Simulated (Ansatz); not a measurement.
These are r2SCAN-D4/def2-SVP in Ansatz (a quantum-chemistry and plane-wave program) values and carry that method's errors. No frequencies were computed at this level.

Ansatz 0.2 input:
```yaml
crystal:
  periodic: [false, false, false]
  atoms:
    - { symbol: Hf, position_ang: [0.002525, 0.001809, 0.003016] }
    - { symbol: C, position_ang: [-0.418344, -0.597806, 2.201446] }
    - { symbol: H, position_ang: [-1.344471, -1.177944, 2.32095] }
    - { symbol: H, position_ang: [-0.523777, 0.263987, 2.875617] }
    - { symbol: H, position_ang: [0.374833, -1.218718, 2.641727] }
    - { symbol: C, position_ang: [-0.494054, -1.782403, -1.388816] }
    - { symbol: H, position_ang: [-0.061129, -2.733289, -1.047062] }
    - { symbol: H, position_ang: [-0.127902, -1.64617, -2.416305] }
    - { symbol: H, position_ang: [-1.573036, -1.969515, -1.484715] }
    - { symbol: C, position_ang: [2.236696, 0.568372, -0.238255] }
    - { symbol: H, position_ang: [2.432867, 1.190092, -1.123447] }
    - { symbol: H, position_ang: [2.896562, -0.304708, -0.342036] }
    - { symbol: H, position_ang: [2.636305, 1.137504, 0.613145] }
    - { symbol: C, position_ang: [-1.322754, 1.813291, -0.572663] }
    - { symbol: H, position_ang: [-1.02244, 2.747746, -0.07779] }
    - { symbol: H, position_ang: [-2.382317, 1.673101, -0.315497] }
    - { symbol: H, position_ang: [-1.309542, 2.034643, -1.649315] }
basis:
  gaussian: { orbitals: def2-svp }
hamiltonian:
  xc: r2scan
  dispersion: d4
relax:
  max_steps: 150
```

Output:

```
Functional definition: r2SCAN
1642 factors; their error is unknown
mean field evaluation 1: about -5618.9608 eV, gradient 1.0e2 eV
mean field evaluation 2: about -5544.0892 eV, gradient 1.8e2 eV
mean field evaluation 4: about -5644.2225 eV, gradient 1.0e1 eV
mean field evaluation 8: about -5644.5848 eV, gradient 4.7e-2 eV
mean field evaluation 16: about -5644.4873 eV, gradient 2.2e-5 eV
mean field -5644.48730247 eV, -207.4310823950 hartree, gradient 2.2e-5 eV, S^2 0.000000; 0 other end points of the search recorded, 0 dependent functions left out
reference -5644.48732383 eV, -207.4310831800 hartree; 24, 24 occupied and 124, 124 virtual orbitals, 1642 factors
relax step   1: F+E_penalty+E_count = -5644.56649595 eV  Δ(F+E_penalty+E_count) = +0.000e0 eV  max|allowed force component| = 1.033e0 eV/Å  Δτ_max = 0.0000 Å  (27 SCF iters, accepted)
these checks for a lower state are left out or cut short: starts, cluster_reference, orbital_swaps, neighbouring_geometries, increment
1642 factors; their error is unknown
mean field -5644.56688002 eV, -207.4340068160 hartree, gradient 2.2e-5 eV, S^2 0.000000; 0 other end points of the search recorded, 0 dependent functions left out
reference -5644.56690142 eV, -207.4340076022 hartree; 24, 24 occupied and 124, 124 virtual orbitals, 1642 factors
relax step   2: F+E_penalty+E_count = -5644.65320396 eV  Δ(F+E_penalty+E_count) = -8.671e-2 eV  max|allowed force component| = 1.169e0 eV/Å  Δτ_max = 0.1945 Å  (33 SCF iters, accepted)
these checks for a lower state are left out or cut short: starts, cluster_reference, orbital_swaps, neighbouring_geometries, increment
1642 factors; their error is unknown
mean field evaluation 32: about -5644.7603 eV, gradient 2.2e-5 eV
mean field -5644.76030009 eV, -207.4411148723 hartree, gradient 2.2e-5 eV, S^2 0.000000; 0 other end points of the search recorded, 0 dependent functions left out
reference -5644.76032150 eV, -207.4411156592 hartree; 24, 24 occupied and 124, 124 virtual orbitals, 1642 factors
relax step   3: F+E_penalty+E_count = -5644.84425153 eV  Δ(F+E_penalty+E_count) = -1.910e-1 eV  max|allowed force component| = 6.363e-2 eV/Å  Δτ_max = 0.0808 Å  (33 SCF iters, accepted)
these checks for a lower state are left out or cut short: starts, cluster_reference, orbital_swaps, neighbouring_geometries, increment
1642 factors; their error is unknown
mean field -5644.77260392 eV, -207.4415670298 hartree, gradient 2.2e-5 eV, S^2 0.000000; 0 other end points of the search recorded, 0 dependent functions left out
reference -5644.77262546 eV, -207.4415678212 hartree; 24, 24 occupied and 124, 124 virtual orbitals, 1642 factors
relax step   4: F+E_penalty+E_count = -5644.85596488 eV  Δ(F+E_penalty+E_count) = -1.171e-2 eV  max|allowed force component| = 4.388e-2 eV/Å  Δτ_max = 0.0677 Å  (27 SCF iters, accepted)
these checks for a lower state are left out or cut short: starts, cluster_reference, orbital_swaps, neighbouring_geometries, increment
1642 factors; their error is unknown
mean field -5644.77551119 eV, -207.4416738701 hartree, gradient 2.4e-5 eV, S^2 0.000000; 0 other end points of the search recorded, 0 dependent functions left out
reference -5644.77553286 eV, -207.4416746665 hartree; 24, 24 occupied and 124, 124 virtual orbitals, 1642 factors
relax step   5: F+E_penalty+E_count = -5644.85875593 eV  Δ(F+E_penalty+E_count) = -2.791e-3 eV  max|allowed force component| = 7.021e-2 eV/Å  Δτ_max = 0.0618 Å  (28 SCF iters, accepted)
these checks for a lower state are left out or cut short: starts, cluster_reference, orbital_swaps, neighbouring_geometries, increment
1642 factors; their error is unknown
mean field -5644.77790664 eV, -207.4417619012 hartree, gradient 2.3e-5 eV, S^2 0.000000; 0 other end points of the search recorded, 0 dependent functions left out
reference -5644.77792843 eV, -207.4417627017 hartree; 24, 24 occupied and 124, 124 virtual orbitals, 1642 factors
relax step   6: F+E_penalty+E_count = -5644.86116953 eV  Δ(F+E_penalty+E_count) = -2.414e-3 eV  max|allowed force component| = 8.571e-2 eV/Å  Δτ_max = 0.0577 Å  (28 SCF iters, accepted)
these checks for a lower state are left out or cut short: starts, cluster_reference, orbital_swaps, neighbouring_geometries, increment
1642 factors; their error is unknown
mean field -5644.78010765 eV, -207.4418427868 hartree, gradient 2.3e-5 eV, S^2 0.000000; 0 other end points of the search recorded, 0 dependent functions left out
reference -5644.78012951 eV, -207.4418435902 hartree; 24, 24 occupied and 124, 124 virtual orbitals, 1642 factors
relax step   7: F+E_penalty+E_count = -5644.86340972 eV  Δ(F+E_penalty+E_count) = -2.240e-3 eV  max|allowed force component| = 7.814e-2 eV/Å  Δτ_max = 0.0489 Å  (28 SCF iters, accepted)
these checks for a lower state are left out or cut short: starts, cluster_reference, orbital_swaps, neighbouring_geometries, increment
1642 factors; their error is unknown
mean field evaluation 64: about -5644.7815 eV, gradient 4.0e-1 eV
mean field -5644.78178328 eV, -207.4419043651 hartree, gradient 2.2e-5 eV, S^2 0.000000; 0 other end points of the search recorded, 0 dependent functions left out
reference -5644.78180520 eV, -207.4419051705 hartree; 24, 24 occupied and 124, 124 virtual orbitals, 1642 factors
relax step   8: F+E_penalty+E_count = -5644.86511289 eV  Δ(F+E_penalty+E_count) = -1.703e-3 eV  max|allowed force component| = 6.735e-2 eV/Å  Δτ_max = 0.0506 Å  (28 SCF iters, accepted)
these checks for a lower state are left out or cut short: starts, cluster_reference, orbital_swaps, neighbouring_geometries, increment
1642 factors; their error is unknown
mean field -5644.78276653 eV, -207.4419404990 hartree, gradient 2.2e-5 eV, S^2 0.000000; 0 other end points of the search recorded, 0 dependent functions left out
reference -5644.78278848 eV, -207.4419413056 hartree; 24, 24 occupied and 124, 124 virtual orbitals, 1642 factors
relax step   9: F+E_penalty+E_count = -5644.86610168 eV  Δ(F+E_penalty+E_count) = -9.888e-4 eV  max|allowed force component| = 5.345e-2 eV/Å  Δτ_max = 0.0466 Å  (28 SCF iters, accepted)
these checks for a lower state are left out or cut short: starts, cluster_reference, orbital_swaps, neighbouring_geometries, increment
1642 factors; their error is unknown
mean field -5644.78342432 eV, -207.4419646720 hartree, gradient 2.3e-5 eV, S^2 0.000000; 0 other end points of the search recorded, 0 dependent functions left out
reference -5644.78344628 eV, -207.4419654791 hartree; 24, 24 occupied and 124, 124 virtual orbitals, 1642 factors
relax step  10: F+E_penalty+E_count = -5644.86674595 eV  Δ(F+E_penalty+E_count) = -6.443e-4 eV  max|allowed force component| = 3.481e-2 eV/Å  Δτ_max = 0.0374 Å  (29 SCF iters, accepted)
these checks for a lower state are left out or cut short: starts, cluster_reference, orbital_swaps, neighbouring_geometries, increment
1642 factors; their error is unknown
mean field -5644.78330162 eV, -207.4419601629 hartree, gradient 2.2e-5 eV, S^2 0.000000; 0 other end points of the search recorded, 0 dependent functions left out
reference -5644.78332356 eV, -207.4419609693 hartree; 24, 24 occupied and 124, 124 virtual orbitals, 1642 factors
relax step  11: F+E_penalty+E_count = -5644.86661048 eV  Δ(F+E_penalty+E_count) = +1.355e-4 eV  max|allowed force component| = 5.804e-2 eV/Å  Δτ_max = 0.0092 Å  (30 SCF iters, rejected (line search))
these checks for a lower state are left out or cut short: starts, cluster_reference, orbital_swaps, neighbouring_geometries, increment
1642 factors; their error is unknown
mean field evaluation 96: about -5644.7836 eV, gradient 2.3e-5 eV
mean field -5644.78359897 eV, -207.4419710903 hartree, gradient 2.3e-5 eV, S^2 0.000000; 0 other end points of the search recorded, 0 dependent functions left out
reference -5644.78362092 eV, -207.4419718971 hartree; 24, 24 occupied and 124, 124 virtual orbitals, 1642 factors
relax step  12: F+E_penalty+E_count = -5644.86691399 eV  Δ(F+E_penalty+E_count) = -1.680e-4 eV  max|allowed force component| = 1.212e-3 eV/Å  Δτ_max = 0.0046 Å  (31 SCF iters, accepted)
these checks for a lower state are left out or cut short: starts, cluster_reference, orbital_swaps, neighbouring_geometries, increment
1642 factors; their error is unknown
mean field -5644.78372947 eV, -207.4419758862 hartree, gradient 2.2e-5 eV, S^2 0.000000; 0 other end points of the search recorded, 0 dependent functions left out
reference -5644.78375143 eV, -207.4419766933 hartree; 24, 24 occupied and 124, 124 virtual orbitals, 1642 factors
relax step  13: F+E_penalty+E_count = -5644.86704277 eV  Δ(F+E_penalty+E_count) = -1.288e-4 eV  max|allowed force component| = 4.620e-3 eV/Å  Δτ_max = 0.0210 Å  (29 SCF iters, accepted)
these checks for a lower state are left out or cut short: starts, cluster_reference, orbital_swaps, neighbouring_geometries, increment
1642 factors; their error is unknown
mean field -5644.78378301 eV, -207.4419778538 hartree, gradient 2.2e-5 eV, S^2 0.000000; 0 other end points of the search recorded, 0 dependent functions left out
reference -5644.78380498 eV, -207.4419786611 hartree; 24, 24 occupied and 124, 124 virtual orbitals, 1642 factors
relax step  14: F+E_penalty+E_count = -5644.86709330 eV  Δ(F+E_penalty+E_count) = -5.053e-5 eV  max|allowed force component| = 2.232e-2 eV/Å  Δτ_max = 0.0366 Å  (28 SCF iters, accepted)
these checks for a lower state are left out or cut short: starts, cluster_reference, orbital_swaps, neighbouring_geometries, increment
1642 factors; their error is unknown
mean field -5644.78383526 eV, -207.4419797738 hartree, gradient 2.2e-5 eV, S^2 0.000000; 0 other end points of the search recorded, 0 dependent functions left out
reference -5644.78385722 eV, -207.4419805809 hartree; 24, 24 occupied and 124, 124 virtual orbitals, 1642 factors
relax step  15: F+E_penalty+E_count = -5644.86714296 eV  Δ(F+E_penalty+E_count) = -4.966e-5 eV  max|allowed force component| = 5.866e-3 eV/Å  Δτ_max = 0.0039 Å  (31 SCF iters, accepted)
1642 factors; their error is unknown
mean field evaluation 128: about -5644.7836 eV, gradient 4.0e-1 eV
mean field -5644.78383526 eV, -207.4419797738 hartree, gradient 2.4e-5 eV, S^2 0.000000; 1 other end points of the search recorded, 0 dependent functions left out
reference -5644.78385722 eV, -207.4419805809 hartree; 24, 24 occupied and 124, 124 virtual orbitals, 1642 factors
Total energy: -5644.86716493 eV, -207.4450420827 hartree
Atom 0 at     0.004565    -0.001097     0.003447 Å, force    -0.001000     0.000038    -0.000682 eV/Å
Atom 1 at    -0.399059    -0.577995     2.106368 Å, force    -0.000438    -0.000850     0.000824 eV/Å
Atom 2 at    -1.057308    -1.466185     2.170054 Å, force     0.001441     0.002065     0.000290 eV/Å
Atom 3 at    -0.899844     0.236095     2.665634 Å, force     0.001188    -0.001784    -0.000494 eV/Å
Atom 4 at     0.530306    -0.823834     2.655682 Å, force    -0.001859     0.000303    -0.000574 eV/Å
Atom 5 at    -0.470825    -1.704241    -1.335280 Å, force    -0.000230    -0.002803    -0.002248 eV/Å
Atom 6 at    -0.446415    -2.672149    -0.797882 Å, force    -0.000625     0.004442    -0.003480 eV/Å
Atom 7 at     0.245286    -1.782504    -2.176259 Å, force    -0.003855    -0.000570     0.004170 eV/Å
Atom 8 at    -1.480910    -1.605878    -1.778684 Å, force     0.005197    -0.001297     0.001554 eV/Å
Atom 9 at     2.140513     0.549239    -0.226097 Å, force     0.000299     0.000692    -0.000325 eV/Å
Atom 10 at     2.265574     1.457101    -0.847713 Å, force     0.000190    -0.001482     0.000798 eV/Å
Atom 11 at     2.723460    -0.257482    -0.711399 Å, force    -0.000232     0.000959     0.000869 eV/Å
Atom 12 at     2.623054     0.755728     0.748791 Å, force    -0.000192    -0.000010    -0.001067 eV/Å
Atom 13 at    -1.267137     1.732142    -0.542302 Å, force    -0.002111     0.003420    -0.000382 eV/Å
Atom 14 at    -0.726659     2.692514    -0.433585 Å, force    -0.003849    -0.004989    -0.001343 eV/Å
Atom 15 at    -2.172442     1.796384     0.092189 Å, force     0.004993     0.000668    -0.003777 eV/Å
Atom 16 at    -1.612135     1.672154    -1.592963 Å, force     0.001083     0.001198     0.005866 eV/Å
Dipole moment:     0.000978    -0.000237     0.000710 e Å
```

Cost: roughly 2.4 core-minutes.
